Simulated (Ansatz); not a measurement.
# Relative stability

The two ends of one reaction step of CH6InN, singlet (PBE0-D4/def2-TZVP).

A:

In1  (-1.079, -1.027, -1.134)
N2  (-0.180, -0.870, 1.372)
H3  (0.423, -0.055, 1.396)
C4  (0.178, 0.844, -1.320)
H5  (0.363, -1.675, 1.659)
H6  (-0.915, -0.740, 2.056)
H7  (1.227, 0.633, -1.074)
H8  (-0.174, 1.620, -0.628)
H9  (0.158, 1.270, -2.328)
(Å)

B:

```tsv
atom	x (Å)	y (Å)	z (Å)
In1	-1.4789	-1.7863	-0.5188
N2	-0.6213	-1.5013	1.3515
H3	-0.0060	1.1984	0.0134
C4	0.5621	1.2349	-0.9164
H5	0.1661	-0.9021	1.5587
H6	-0.8848	-1.9939	2.1946
H7	1.2348	0.3782	-0.9721
H8	1.1494	2.1524	-0.9450
H9	-0.1214	1.2196	-1.7657
```

Program: Ansatz 0.2.0. Basis: def2-TZVPP. Cores are frozen in the correlated methods. Filled d shells of the heavier atoms are correlated. Core potentials replace the inner electrons of the atoms past krypton. The def2 sets are not built for correlating such inner shells, so the correlated values are less sure here. B3LYP uses VWN-RPA correlation.

Question: Which structure is lower at CCSD(T), and by how much? (Judge from chemistry; the value comes from the calculation.)

Answer: The calculation gives: B, by 0.407 eV (electronic energy, against the other). By their contacts, A is a complex of CH₃In ([CH3][In]) + NH₃ and B is a complex of InNH₂ ([NH2][In]) + CH₄.

All methods give the same order:

```json
{"method": "SPW92", "E(B) − E(A) (eV)": "-0.279"}
{"method": "PBE-D4", "E(B) − E(A) (eV)": "-0.398"}
{"method": "BLYP-D4", "E(B) − E(A) (eV)": "-0.495"}
{"method": "r2SCAN-D4", "E(B) − E(A) (eV)": "-0.410"}
{"method": "B97M-V", "E(B) − E(A) (eV)": "-0.443"}
{"method": "PBE0-D4", "E(B) − E(A) (eV)": "-0.363"}
{"method": "B3LYP-D4", "E(B) − E(A) (eV)": "-0.460"}
{"method": "r2SCAN0-D4", "E(B) − E(A) (eV)": "-0.377"}
{"method": "BHLYP-D4", "E(B) − E(A) (eV)": "-0.430"}
{"method": "CAM-B3LYP-D4", "E(B) − E(A) (eV)": "-0.458"}
{"method": "wB97X-V", "E(B) − E(A) (eV)": "-0.416"}
{"method": "wB97M-V", "E(B) − E(A) (eV)": "-0.378"}
{"method": "B2PLYP", "E(B) − E(A) (eV)": "-0.477"}
{"method": "PBE-QIDH", "E(B) − E(A) (eV)": "-0.374"}
{"method": "RPA on PBE", "E(B) − E(A) (eV)": "-0.438"}
{"method": "HF", "E(B) − E(A) (eV)": "-0.492"}
{"method": "MP2", "E(B) − E(A) (eV)": "-0.434"}
{"method": "CCSD", "E(B) − E(A) (eV)": "-0.413"}
{"method": "CCSD(T)", "E(B) − E(A) (eV)": "-0.407"}
```

T1 diagnostic: at most 0.016.

Labels in which every atom is bracketed show which atoms are joined, not bond orders.

For scale, one of the runs: CCSD(T)/def2-TZVPP, 196 basis functions, launched by `ansatz run in.yaml --threads 4 --pin off --events-out ev --progress --plain --max-ram 9574MiB`. Hardware: 4 CPU threads of an Arm Neoverse V1, shared host. Wall time 56 s; peak host memory 2.6 GiB.
